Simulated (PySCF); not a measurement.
Calculation: PBE-D3(BJ)/def2-TZVP // PBE0-D3(BJ)/def2-SVP (PySCF). Gas-phase values, no solvent. One relaxed conformer stands for a flexible species; it need not be the lowest. Excitations are Tamm–Dancoff values on a coarser integration grid. The basis has no diffuse functions, so Rydberg states are missing or too high.

Reference species (SMILES): `[SiH2](F)[Si]([SiH3])([SiH3])[SiH3]` (F–Si–Si–Si torsion 180°) (neutral, multiplicity 1).

```yaml
S1–T1 gap (TDA): 0.49 eV
HOMO–LUMO gap: 5.05 eV
HOMO: -6.92 eV
```

After one change: the S1–T1 gap (TDA) goes up by 0.04 eV; the HOMO–LUMO gap hardly moves; the HOMO goes up by 0.11 eV.

Task: What was changed between the two runs? The new species is one of these.
(A) `N[SiH2][Si]([SiH3])([SiH3])[SiH3]`
(B) `[SiH3][Si]([SiH3])([SiH3])[SiH2]Br` (Si–Si–Si–Br torsion 59°)
(C) `[SiH3][Si]([SiH3])([SiH3])[SiH2]Cl` (Si–Si–Si–Cl torsion 59°)
(D) `[SiH3][Si]([SiH3])([SiH3])[SiH2]S` (Si–Si–Si–S torsion -59°, Si–Si–S–H torsion -180°)

Result: C, `[SiH3][Si]([SiH3])([SiH3])[SiH2]Cl` (Si–Si–Si–Cl torsion 59°)
